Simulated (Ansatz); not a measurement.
The same redistribution along the group Mg, Zn, Cd.

Calculated with Ansatz (gas phase, PBE0-D4/def2-TZVP geometries, no zero-point term in ΔE). CCSD(T)/CBS adds triple-zeta CCSD(T) − MP2 to the extrapolated MP2 energy (def2 sets, frozen cores). Functionals use def2-TZVPP. def2 core potentials past Kr. For Br, Cd, Mg, Sn, Zn outer-core shells are correlated without core-valence functions, which leaves a few kJ/mol of doubt a bond. Scalar relativity is left out up to krypton.

```tsv
reaction	CCSD(T)/def2-SVP (kJ/mol)	HF/CBS(def2) (kJ/mol)	ωB97M-V (kJ/mol)	RPA@PBE/def2-TZVPP (kJ/mol)	CCSD(T)/CBS(def2) (kJ/mol)
`[F][Mg][Br]` + `[F][SnH]([Cl])[Br]` → `[F][Mg][Cl]` + `[F][SnH]([Br])[Br]`	-7	-1	-4	-4	-7
`[F][Zn][Br]` + `[F][SnH]([Cl])[Br]` → `[F][Zn][Cl]` + `[F][SnH]([Br])[Br]`	11	7	4	2	2
`[F][Cd][Br]` + `[F][SnH]([Cl])[Br]` → `[F][Cd][Cl]` + `[F][SnH]([Br])[Br]`	15	15	12	11	10
```

Largest T1 diagnostic: 0.016, for `[F][Zn][Cl]`.
